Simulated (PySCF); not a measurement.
PySCF input (B3PW91/6-31G* (5d)):

```python
from pyscf import gto, dft

mol = gto.M(
    atom='''
    C    -1.41395000    0.97553300   -0.28092400
    N    -0.52545300   -0.05419300   -0.54695600
    Si    0.89866600   -0.41925700    0.37393600
    H    -2.30201400    1.06989600   -0.88504700
    H    -1.35724300    1.46243500    0.68047800
    H    -0.67004100   -0.53017700   -1.42313100
    H     1.89284500    0.68270000    0.34292200
    H     0.53540600   -0.65115300    1.79215000
    H     1.48159700   -1.63794800   -0.22824700
    ''',
    basis='6-31g*',
    charge=0,
    spin=1,
    verbose=4,
)

mf = dft.UKS(mol, xc='b3pw91')
mf.grids.level = 3
mf.conv_tol = 1e-9
mf.max_cycle = 100
mf.max_memory = 1500
mf.kernel()
if not mf.converged:
    mf = mf.newton()
    mf.kernel(mf.make_rdm1())
mo, _, stable, _ = mf.stability(return_status=True)
if not stable:
    mf.kernel(mf.make_rdm1(mo, mf.mo_occ))
    stable = mf.stability(return_status=True)[2]
mf.dip_moment()
```

Output:

```
PySCF version 2.14.0

[INPUT] verbose = 4
[INPUT] num. atoms = 9
[INPUT] num. electrons = 33
[INPUT] charge = 0
[INPUT] spin (= nelec alpha-beta = 2S) = 1
[INPUT] symmetry False subgroup None
[INPUT] Mole.unit = angstrom
[INPUT] Symbol           X                Y                Z      unit          X                Y                Z       unit  Magmom
[INPUT]  1 C     -1.413950000000   0.975533000000  -0.280924000000 AA   -2.671978253829   1.843490195475  -0.530869421817 Bohr   0.0
[INPUT]  2 N     -0.525453000000  -0.054193000000  -0.546956000000 AA   -0.992962261331  -0.102409927869  -1.033597042188 Bohr   0.0
[INPUT]  3 Si     0.898666000000  -0.419257000000   0.373936000000 AA    1.698232617458  -0.792280905807   0.706636628115 Bohr   0.0
[INPUT]  4 H     -2.302014000000   1.069896000000  -0.885047000000 AA   -4.350175994915   2.021810421768  -1.672496437368 Bohr   0.0
[INPUT]  5 H     -1.357243000000   1.462435000000   0.680478000000 AA   -2.564817554483   2.763601624978   1.285917053792 Bohr   0.0
[INPUT]  6 H     -0.670041000000  -0.530177000000  -1.423131000000 AA   -1.266193982230  -1.001889327544  -2.689327829378 Bohr   0.0
[INPUT]  7 H      1.892845000000   0.682700000000   0.342922000000 AA    3.576958646252   1.290116025241   0.648028662088 Bohr   0.0
[INPUT]  8 H      0.535406000000  -0.651153000000   1.792150000000 AA    1.011770705449  -1.230500835189   3.386672674139 Bohr   0.0
[INPUT]  9 H      1.481597000000  -1.637948000000  -0.228247000000 AA    2.799812556977  -3.095273126279  -0.431324318754 Bohr   0.0

nuclear repulsion = 108.73471021293
number of shells = 32
number of NR pGTOs = 129
number of NR cGTOs = 58
basis = 6-31g*
ecp = {}

******** <class 'pyscf.dft.uks.UKS'> ********
method = UKS
initial guess = minao
damping factor = 0
level_shift factor = 0
DIIS = <class 'pyscf.scf.diis.CDIIS'>
diis_start_cycle = 1
diis_space = 8
diis_damp = 0
SCF conv_tol = 1e-09
SCF conv_tol_grad = None
SCF max_cycles = 100
direct_scf = True
direct_scf_tol = 1e-13
number electrons alpha = 17  beta = 16
XC library pyscf.dft.libxc version 7.1.2
    S. Lehtola, C. Steigemann, M. J. T. Oliveira, and M. A. L. Marques,  SoftwareX 7, 1–5 (2018)
XC functionals = b3pw91
    A. D. Becke,  J. Chem. Phys. 98, 5648 (1993)
radial grids:
    Treutler-Ahlrichs [JCP 102, 346 (1995); DOI:10.1063/1.469408] (M4) radial grids

becke partition: Becke, JCP 88, 2547 (1988); DOI:10.1063/1.454033
pruning grids: <function nwchem_prune>
grids dens level: 3
symmetrized grids: False
atomic radii adjust function: <function treutler_atomic_radii_adjust>
small_rho_cutoff = 0
Set gradient conv threshold to 3.16228e-05
tot grids = 106048
init E= -385.855115295014
  alpha nocc = 17  HOMO = -0.138816027317752  LUMO = -0.0194499867447386
  beta  nocc = 16  HOMO = -0.341202522251818  LUMO = -0.138816027317751

WARN: HOMO -0.138816027317752 >= LUMO -0.138816027317751

cycle= 1 E= -385.793692367866  delta_E= 0.0614  |g|= 0.213  |ddm|= 1.85
  alpha nocc = 17  HOMO = -0.0830444355300166  LUMO = 0.0382493232461778
  beta  nocc = 16  HOMO = -0.236636913355446  LUMO = 0.0349452449181133
  HOMO = -0.08304443553  LUMO = 0.0349452449181  gap/eV = 3.21066
cycle= 2 E= -385.786754806129  delta_E= 0.00694  |g|= 0.252  |ddm|= 0.447
  alpha nocc = 17  HOMO = -0.139646529341208  LUMO = 0.0284015059879819
  beta  nocc = 16  HOMO = -0.291363242641755  LUMO = -0.00661056769625956
  HOMO = -0.139646529341  LUMO = -0.00661056769626  gap/eV = 3.62009
cycle= 3 E= -385.817727580168  delta_E= -0.031  |g|= 0.0378  |ddm|= 0.284
  alpha nocc = 17  HOMO = -0.142267670658338  LUMO = 0.0298747362558709
  beta  nocc = 16  HOMO = -0.286286328823158  LUMO = -0.00594692362607452
  HOMO = -0.142267670658  LUMO = -0.00594692362607  gap/eV = 3.70948
cycle= 4 E= -385.818246561418  delta_E= -0.000519  |g|= 0.0185  |ddm|= 0.0433
  alpha nocc = 17  HOMO = -0.140935041229623  LUMO = 0.0293198133483084
  beta  nocc = 16  HOMO = -0.286559205569763  LUMO = -0.00203737780521562
  HOMO = -0.14093504123  LUMO = -0.00203737780522  gap/eV = 3.77960
cycle= 5 E= -385.8184399776  delta_E= -0.000193  |g|= 0.00448  |ddm|= 0.018
  alpha nocc = 17  HOMO = -0.141828182364749  LUMO = 0.0297383165796896
  beta  nocc = 16  HOMO = -0.286458980477883  LUMO = -0.00173119960698331
  HOMO = -0.141828182365  LUMO = -0.00173119960698  gap/eV = 3.81223
cycle= 6 E= -385.818454197868  delta_E= -1.42e-05  |g|= 0.000918  |ddm|= 0.00636
  alpha nocc = 17  HOMO = -0.141985094073745  LUMO = 0.0297380287001618
  beta  nocc = 16  HOMO = -0.286425109744207  LUMO = -0.00159171547817216
  HOMO = -0.141985094074  LUMO = -0.00159171547817  gap/eV = 3.82030
cycle= 7 E= -385.818455256114  delta_E= -1.06e-06  |g|= 0.000292  |ddm|= 0.00213
  alpha nocc = 17  HOMO = -0.141965050988339  LUMO = 0.029778747618241
  beta  nocc = 16  HOMO = -0.28639613320031  LUMO = -0.00155585704564354
  HOMO = -0.141965050988  LUMO = -0.00155585704564  gap/eV = 3.82073
cycle= 8 E= -385.818455328375  delta_E= -7.23e-08  |g|= 7.21e-05  |ddm|= 0.000554
  alpha nocc = 17  HOMO = -0.141972136734398  LUMO = 0.0297639968775494
  beta  nocc = 16  HOMO = -0.286421865741088  LUMO = -0.00156970407836132
  HOMO = -0.141972136734  LUMO = -0.00156970407836  gap/eV = 3.82054
cycle= 9 E= -385.818455333535  delta_E= -5.16e-09  |g|= 2e-05  |ddm|= 0.000164
  alpha nocc = 17  HOMO = -0.141970857012654  LUMO = 0.0297687650536491
  beta  nocc = 16  HOMO = -0.286422154614487  LUMO = -0.00157082783085372
  HOMO = -0.141970857013  LUMO = -0.00157082783085  gap/eV = 3.82048
cycle= 10 E= -385.81845533395  delta_E= -4.15e-10  |g|= 5.07e-06  |ddm|= 4.46e-05
  alpha nocc = 17  HOMO = -0.141971092652848  LUMO = 0.0297675238632427
  beta  nocc = 16  HOMO = -0.286423256293206  LUMO = -0.0015711156711915
  HOMO = -0.141971092653  LUMO = -0.00157111567119  gap/eV = 3.82048
Extra cycle  E= -385.818455333975  delta_E= -2.51e-11  |g|= 2.56e-06  |ddm|= 1.16e-05
converged SCF energy = -385.818455333975  <S^2> = 0.75332622  2S+1 = 2.0033235
uhf_internal: lowest eigs of H = [0.24511076 0.32870169 0.38897152]
<class 'pyscf.dft.uks.UKS'> wavefunction is stable in the internal stability analysis
Dipole moment(X, Y, Z, Debye): -0.16525, -0.62956, -0.71834
```

The geometry given is a B3LYP-D3(BJ)/def2-TZVP minimum.
